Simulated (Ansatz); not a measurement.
Reaction (β-hydride elimination): `C[CH2][GeH2][SiH3]` → `[SiH3][GeH3]` + ethylene

Computed with Ansatz on PBE0-D4/def2-TZVP structures; ΔE is electronic, products minus reactants. CBS: MP2 limit from def2 TZ/QZ plus the TZ coupled-cluster correction, frozen cores. This one scheme is used for every species. Functionals use def2-TZVPP. B3LYP here is the variant with VWN-RPA as its local correlation; programs differ in this. For Ge outer-core shells are correlated without core-valence functions, which leaves a few kJ/mol of doubt a bond. Scalar relativity is left out up to krypton. Each species was taken in one conformer, which may not be the lowest.

| level | ΔE (eV) |
| --- | --- |
| B3LYP-D4 | 1.23 |
| PBE | 1.27 |

(1) What does CCSD(T)/CBS give? (Best estimate.)

Largest T1 diagnostic among the species: 0.012.

Answers

(1) The calculation gave: +1.33 eV. The listed levels differ from it by -0.10, -0.06 eV.

The D4 term adds +0.17 eV with B3LYP and +0.10 eV with PBE0; it sums over pairs of atoms, weighted by their polarisabilities, and B3LYP, whose exchange is more repulsive, gets the larger term. In def2-TZVPP, CCSD(T) changes the Hartree–Fock value by +0.35 eV (the triples alone add +0.02 eV) and MP2 by +0.50 eV. From PBE to PBE0 (25 % exact exchange), in def2-TZVPP and without D4, ΔE moves by +0.11 eV.
